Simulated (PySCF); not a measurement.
**Working out the ionisation energy of Tc(2+)**

Tc(2+) [Kr] 4d5 (6S) → Tc(3+) [Kr] 4d4 (5D). All numbers are calculated (PySCF 2.14, scalar relativity through the core potential, in aug-cc-pVTZ-PP with ECP28MDF (6s6p5d3f2g, 88 functions)). Frozen: 4s2 4p6. Energies in hartree (1 hartree = 27.21139 eV):

```json
{"part": "UHF", "Tc(2+) (lower)": "-79.122470", "Tc(3+) (upper)": "-78.063325"}
{"part": "MP2 opposite-spin", "Tc(2+) (lower)": "0.000000", "Tc(3+) (upper)": "0.000000"}
{"part": "MP2 same-spin", "Tc(2+) (lower)": "-0.059400", "Tc(3+) (upper)": "-0.035638"}
```

What does Hartree-Fock give?

(-78.063325) − (-79.122470) = 1.059145 hartree = 28.821 eV.

What do MP2 and SCS-MP2 (6/5 opposite-spin, 1/3 same-spin) give?

The opposite-spin parts differ by 0.000 eV and the same-spin parts by 0.647 eV. MP2: 28.821 + (0.000) + (0.647) = 29.468 eV. SCS-MP2: 28.821 + 1.2 × (0.000) + (0.647)/3 = 29.037 eV.

Reference: 29.55 eV (semi-empirical (NIST evaluation); NIST Atomic Spectra Database, ionization energies), between the lowest levels; spin-orbit coupling is absent from the calculation.

What remains against the reference includes basis incompleteness, the frozen core and correlation beyond second order.
